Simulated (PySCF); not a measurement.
Work out the structure from these simulated measurements.

Elements present: C, F, H, N and O. Monoisotopic mass: 137.0277 u.

- UV, strongest line: among the 10 lowest singlet transitions: S7 at 6.64 eV (187 nm, f = 0.476) [TDDFT B3LYP/def2-SVPD]
- UV, first state: lowest singlet excitation: 4.86 eV (255 nm, f = 0.024) [TDDFT B3LYP/def2-SVPD]
- Couplings: largest of the computed one-bond spin–spin couplings (means over like bonds): 19F–13C -316.2, 13C–1H +171.3 (×2), 13C–1H +171.3 (×2) Hz [B3LYP/pcJ-1, spin–dipole term left out for some pairs]
- Polarisability: 94.3 au [B3LYP/def2-SVPD]
- Dipole: 1.20 D [B3LYP/def2-SVPD]
- 13C NMR: chemical shifts (computed TMS as zero) by class: 166.4 (1 C), 130.6 (1 C), 130.1 (2 C), 121.7 (1 C), 119.3 (2 C) ppm [GIAO PBE/pcSseg-1]
- Rotational structure: rotational constants A, B, C: 5.249, 0.635, 0.566 GHz [PBE0-D3(BJ)/def2-SVP]
- NMR, other nuclei: isotropic shieldings of nuclei other than C and H, by class: 192 (1 N), 160 (1 O), 266 (1 F) ppm [GIAO PBE/pcSseg-1]
- Triplet: lowest triplet excitation (Tamm–Dancoff): 3.76 eV [TDA B3LYP/def2-SVPD]

Electronic properties: PySCF, gas phase, density fitting. Levels stand in brackets. The structure is a single PBE0-D3(BJ)/def2-SVP conformer in the gas phase; no vibrational or solvent corrections. NMR classes are plain means over equivalent atoms (diastereotopic ones count apart unless rotation or inversion swaps them), as if these changed places fast.

**Question.** Which formula fits the mass and the elements?

**Answer.** C7H4FNO (calculated 137.0277). No other formula that holds each of these elements comes within 0.0003 u with a fitting electron parity and a possible valence count.

**Question.** What is the compound? Reason from the data.

**Answer.** Numbering: `[O:1]=[C:2]=[N:3][c:4]1[cH:5][cH:6][c:7]([F:8])[cH:9][cH:10]1`. Its formula, C7H4FNO, gives 6 degrees of unsaturation: 1 ring and 5 π bonds in the structure found (Kekulé form). 7 carbons fall into 5 classes; from least to most shielded: aromatic C–F carbon [C7] (166.4 ppm), aromatic carbon bearing nitrogen [C4] (130.6 ppm), aromatic CH carbon [C5/C10] (130.1 ppm, 2 C, up to 3.7 ppm apart in this geometry), isocyanate carbon [C2] (121.7 ppm), aromatic CH carbon [C6/C9] (119.3 ppm, 2 C). The other shieldings belong to: 192 ppm, isocyanate nitrogen [N3]; 160 ppm, oxygen bonded to C [O1]; 266 ppm, aryl fluorine [F8]. The couplings run between: -316.2 Hz, aryl fluorine [F8] and aromatic C–F carbon [C7]; +171.3 Hz, aromatic CH carbon [C6] and its hydrogen (with 1 like pair); +171.3 Hz, aromatic CH carbon [C5] and its hydrogen (with 1 like pair). The optimised geometry has point group Cs and is an asymmetric top. Structure: `N(=C=O)c1ccc(F)cc1`. Computed isomers that give other values at the same levels: `O=C=Nc1cccc(F)c1` (rotational constant A: 3.624 GHz; this holds for the one conformer computed); `O=C=Nc1ccccc1F` (rotational constant A: 3.198 GHz; this holds for the one conformer computed). The assignments are read from this structure; whether some other isomer fits the data as well wasn't checked.

Conformer computed: `[O:1]=[C:2]=[N:3][c:4]1[cH:5][cH:6][c:7]([F:8])[cH:9][cH:10]1`: C2–N3–C4–C5 180°.
